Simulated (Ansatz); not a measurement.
Ideal-gas functions of Cl2I2Sn, SMILES `[Cl][Sn]([Cl])([I])[I]` at 600 K and 1 bar, from an Ansatz frequency run at PBE0-D4/def2-TZVP.

Molar mass 443.42 g/mol, point group C2v (symmetry number 2), electronic degeneracy 1, moments of inertia 753.577, 1470.889, 1739.927 u Å². Harmonic wavenumbers (cm⁻¹, unscaled): 52, 72, 86, 101, 109, 191, 235, 377, 388.

Use S(trans) = R[1.5 ln M + 2.5 ln T − 1.1517]; rotational temperatures θ = 24.2544 K / I; S(rot) = R[ln(√π/σ · √(T³/θAθBθC)) + 1.5]; for each mode x = 1.438777 ν̃/T, S = R[x/(eˣ − 1) − ln(1 − e⁻ˣ)] and H = RT x/(eˣ − 1); 1 cm⁻¹ = 0.0119627 kJ/mol; R = 8.31446 J/(mol·K).

Problem. By hand: the entropy, in J/(mol·K).

Solution. Translation 199.4. Rotation: θ = 0.0322, 0.0165, 0.0139 K, giving 140.4. Vibration, mode by mode: 25.63, 22.93, 21.46, 20.12, 19.49, 14.88, 13.19, 9.43, 9.21, in all 156.3. Electronic 0.0. Sum 496.1 J/(mol·K).

Problem. By hand: H − E and G − E in kJ/mol, counted from the electronic energy.

Solution. Zero-point energy ½ × 1611 × 0.0119627 = 9.6; thermal vibration 36.3; translation, rotation and pV give 4 RT = 20.0. H − E = 65.9 kJ/mol, and G − E = 65.9 − 600 × 496.1/1000 = -231.8 kJ/mol.

Vibration gives 32 % of the entropy, 109.6 J/(mol·K) of it from the modes under 150 cm⁻¹: soft modes count most, and the harmonic formula is weakest for them.
